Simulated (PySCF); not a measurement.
**Two-dimensional NMR puzzle**

Compound of formula C$_{4}$H$_{9}$N$_{3}$OSi$_{2}$. Correlations simulated from computed shifts and the bond graph:

HSQC (one-bond C–H):
```tsv
δH	δC
9.47	157.7
2.71	22.8
```

COSY cross peaks (H two or three bonds apart, from the bond graph; peaks can be absent where the dihedral angle is near 90°):
```tsv
δH	δH
5.44	3.67
```

HMBC (two and three bonds, from the bond graph):
```tsv
δH	δC
9.47	157.9
5.44	168.7
2.71	168.7, 157.9
```

Carbons without hydrogens: δ 168.7, 157.9.

- GFN2-xTB geometry
- PBE0/pcSseg-1 with gauge-including orbitals
- code: PySCF 2.14.0 with density-fitted response routines
- single conformer, no solvent, non-relativistic Hamiltonian, rapidly exchanging positions averaged

Scale: 1H, 13C vs TMS (reference shieldings calculated alike).

Exchangeable hydrogens are left out of these lists.

Assemble the structure.

Answers

`c1nc(C)c(O[SiH2][SiH3])nn1`.

Mapped SMILES: `[CH3:1][c:2]1[n:3][cH:4][n:5][n:6][c:7]1[O:8][SiH2:9][SiH3:10]` (H(Xn): hydrogen on atom n).

δC 168.7 is C7, an aromatic carbon bearing oxygen. δC 157.9 is C2, a substituted aromatic carbon next to a ring nitrogen. δC 157.7 is C4, an aromatic CH between two ring heteroatoms (δH 9.47). δC 22.8 is C1, a methyl carbon on an aromatic ring (δH 2.71). HMBC from δH 9.47 reaches the proton-free carbon C2. HMBC from δH 5.44 reaches the proton-free carbon C7. HMBC from δH 2.71 reaches the proton-free carbons C7, C2. COSY links 5.44–3.67.

The data come from this structure; uniqueness wasn't tested.

Shifts are as computed. Against solution values, carbons near 30 ppm lie about +3 ppm off and those near 130 ppm about +5 ppm. Of 1211 compounds with measured shifts, 218 miss one by over three times the rms of a fit or turn the order of signals round; such compounds aren't used in these exercises.
